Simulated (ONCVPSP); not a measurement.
## Transferability test, ONCV potential for cobalt

- Element: Co (Z = 27)
- Generator: ONCVPSP 4.0.1
- Type: optimised norm-conserving Vanderbilt (ONCV)
- Functional: Wu-Cohen
- Relativity: fully relativistic
- Frozen core: [Ne] 3s2
- Valence charge: 15
- Reference configuration: 3p6 3d7 4s1.5 4p0.5
- Partial waves: 4s: rc 2.00 bohr, ncon 3, nbas 8, qcut 3.2 1/bohr, 1 projector; 3p+4p: rc 1.50 bohr, ncon 4, nbas 9, qcut 10.1 1/bohr, 3 projectors, debl 2 Ha; 3d: rc 1.00 bohr, ncon 4, nbas 9, qcut 16.4 1/bohr, 2 projectors, debl 0.5 Ha
- Local potential: polynomial inside 1.00 bohr (lpopt 1, dvloc0 2 Ha)
- Core correction: Teter function fitted to the true core (icmod 2), fcfact 0.15

Open shells are filled in proportion to 2j + 1.

Energies are relative to the spin-unpolarised reference configuration 3p6 3d7 4s1.5 4p0.5; without spin polarisation the order of configurations can differ from experiment.

```tsv
valence configuration	charge	ΔE all-electron (eV)	error AE − PS (meV)
3p6 3d7 4s1 4p0	+1	6.889	-1.5
3p6 3d7 4s0 4p0	+2	23.569	-28
```

Task: What are ΔE and the potential's error for 3p6 3d7 4s0 4p1?

Result: ΔE = 12.318 eV all-electron; the error (AE − PS) is -21 meV.

Task: What are ΔE and the potential's error for 3p6 3d7 4s2 4p0?

Result: ΔE = -2.174 eV all-electron; the error (AE − PS) is -1.7 meV.

Note: ghosts flagged at negative energy: s at -55.2 eV; no localised positive-energy state flagged. A true bound ghost makes a file unfit for plane-wave use.
